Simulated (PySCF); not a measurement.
ClH2Si, SMILES [SiH2]Cl, multiplicity 2.

Coordinates come from a B3LYP-D3(BJ)/def2-TZVP optimisation. The isomer is the one that the SMILES or the coordinates give; other isomers of the formula were not compared.

Computed with TDA-B3LYP/def2-TZVPD in PySCF.

Vertical excitations. 

Computed UV-visible absorptions:
```json
[
 {"state": "root 1", "energy (eV)": "4.26", "λ (nm)": "291", "f": "0.002", "main pairs": "β HOMO→LUMO 99 %"},
 {"state": "root 2", "energy (eV)": "4.31", "λ (nm)": "288", "f": "0.020", "main pairs": "α HOMO→LUMO 98 %"},
 {"state": "root 3", "energy (eV)": "5.02", "λ (nm)": "247", "f": "0.029", "main pairs": "β HOMO−1→LUMO 94 %"},
 {"state": "root 4", "energy (eV)": "5.26", "λ (nm)": "236", "f": "0.028", "main pairs": "α HOMO→LUMO+1 94 %"},
 {"state": "root 5", "energy (eV)": "5.66", "λ (nm)": "219", "f": "0.068", "main pairs": "α HOMO→LUMO+2 93 %"},
 {"state": "root 6", "energy (eV)": "5.83", "λ (nm)": "213", "f": "0.000", "main pairs": "β HOMO−2→LUMO 94 %"},
 {"state": "root 7", "energy (eV)": "6.06", "λ (nm)": "204", "f": "0.038", "main pairs": "α HOMO→LUMO+3 77 %, β HOMO−3→LUMO 9 %"},
 {"state": "root 8", "energy (eV)": "6.13", "λ (nm)": "202", "f": "0.014", "main pairs": "α HOMO→LUMO+3 10 %, β HOMO−3→LUMO 87 %"},
 {"state": "root 9", "energy (eV)": "6.63", "λ (nm)": "187", "f": "0.000", "main pairs": "α HOMO→LUMO+4 96 %"},
 {"state": "root 10", "energy (eV)": "6.75", "λ (nm)": "184", "f": "0.030", "main pairs": "α HOMO→LUMO+5 92 %"}
]
```
Unrestricted roots are not spin-pure.
